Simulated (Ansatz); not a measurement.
`[SiH3]CCBr` + `O[SiH]([SiH3])Cl` → `O[Si]([SiH3])([SiH3])Cl` + `CCBr`  (formal exchange of groups at the Si–C bond)

Gas-phase electronic energies from Ansatz, PBE0-D4/def2-TZVP geometries. CCSD(T)/CBS adds triple-zeta CCSD(T) − MP2 to the extrapolated MP2 energy (def2 sets, frozen cores). DFT in def2-TZVPP. HSE06 is defined as in plane-wave codes. For Br outer-core shells are correlated without core-valence functions, which leaves a few kJ/mol of doubt a bond. Scalar relativity is left out up to krypton. One conformer a species, not always the lowest.

```json
{"level": "B97M-V", "ΔE (eV)": "-0.16"}
{"level": "HSE06-D4", "ΔE (eV)": "-0.19"}
{"level": "revPBE", "ΔE (eV)": "-0.21"}
{"level": "r2SCANh", "ΔE (eV)": "-0.12"}
```

Q: What does CCSD(T)/CBS give? (Estimate.)

A: Computed: -0.08 eV. The listed levels differ from it by -0.08, -0.11, -0.13, -0.04 eV.

Largest T1 diagnostic among the species: 0.013.

The D4 term adds −0.04 eV with B3LYP and −0.02 eV with PBE0; it sums over pairs of atoms, weighted by their polarisabilities, and B3LYP, whose exchange is more repulsive, gets the larger term. From BLYP to BHLYP (50 % exact exchange), in def2-TZVPP and without D4, ΔE moves by +0.08 eV. Leaving LDA and LC-ωPBE aside and taking each functional with its dispersion term where it has one, the values, not all of them listed here, spread over 0.18 eV, from PBE-D4 to ωB97M-V. LDA lies +0.03 eV from PBE without D4.

B3LYP here is the variant with VWN-RPA as its local correlation; programs differ in this.
